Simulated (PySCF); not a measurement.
BH3N, SMILES B[NH], multiplicity 2. Atoms are numbered in the order given.

```xyz
5

B     -0.0139    -0.6916     0.0000
N      0.0536     0.6354     0.0000
H      0.9743    -1.3737     0.0000
H     -1.0988    -1.2228     0.0000
H     -0.1815     1.6069     0.0000
```
Charge 0, spin multiplicity 2.

Geometry: B3LYP-D3(BJ)/def2-TZVP. The isomer is the one that the SMILES or the coordinates give; other isomers of the formula were not compared.

These are B3LYP-D3(BJ)/def2-TZVP in PySCF values and carry that method's errors.

No scaling factor is applied to the harmonic values.

```
mode  ν (cm⁻¹)  IR (km/mol)  moving atoms (share of kinetic energy)
----  --------  -----------  --------------------------------------
1          127        161.7                          H 80 %, N 16 %
2          309         80.2                           H 92 %, N 8 %
3          757         24.0                  H 65 %, B 22 %, N 13 %
4          919          7.1                          H 74 %, B 26 %
5         1078          2.4                                  H 95 %
6         1393          2.1                          B 55 %, N 38 %
7         2460         10.6                                  H 95 %
8         2540         43.3                          H 90 %, B 10 %
9         3753        126.8                                  H 92 %
```
